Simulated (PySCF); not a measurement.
# What settings do to a single point of Bi2O2Cl2

The sound run of Bi2O2Cl2 (singlet) uses PySCF 2.14.0, RKS PBE, Bi def2-SVP with ECP60, O def2-SVP, Cl def2-SVP; non-relativistic Hamiltonian with scalar-relativistic core potentials where named; density fitting; no spin-orbit coupling, grid (50, 194), threshold 1e-8 Eh and 55 cycles, at the relaxed geometry:

```xyz
6

Bi    0.0000   -0.7087    1.6146
Bi    0.0000   -0.7087   -1.6146
O     1.4008   -0.7125    0.0000
O    -1.4008   -0.7125    0.0000
Cl    0.0000    1.7049    2.2702
Cl    0.0000    1.7049   -2.2702
```

There Bi1 has a Mulliken charge of 0.94 e and the dipole about the centre of mass is 5.70 D. Each run below changes one thing and starts from free metal ions and neutral atoms unless it says otherwise; with 55 cycles, smearing, a level shift and second-order steps follow where DIIS fails, and their cycles count. Energy shifts count from the sound run.

```tsv
change	outcome	cycles	energy shift (eV)	largest force component (eV/Å)	charge on Bi1 (e)	dipole about the centre of mass (D)
start from the bare core Hamiltonian, limit 92 cycles	converged	14	0.0000	0.00	0.94	5.70
threshold 1e-06	converged	15	0.0000	0.00	0.94	5.70
all coordinates × 1.05	converged	17	0.49	2.13	0.91	6.53
spin (2S) set to 1, limit 77 cycles	refused	–	–	–	–	–
```

Q: How does the run with this change end: grid (30, 86)?

A: outcome converged, cycles 15, energy shift (eV) 0.0196, largest force component (eV/Å) 0.16, charge on Bi1 (e) 0.94, dipole about the centre of mass (D) 5.70.

Forces carry noise of the integration grid, about 0.01 to 0.03 eV/Å.
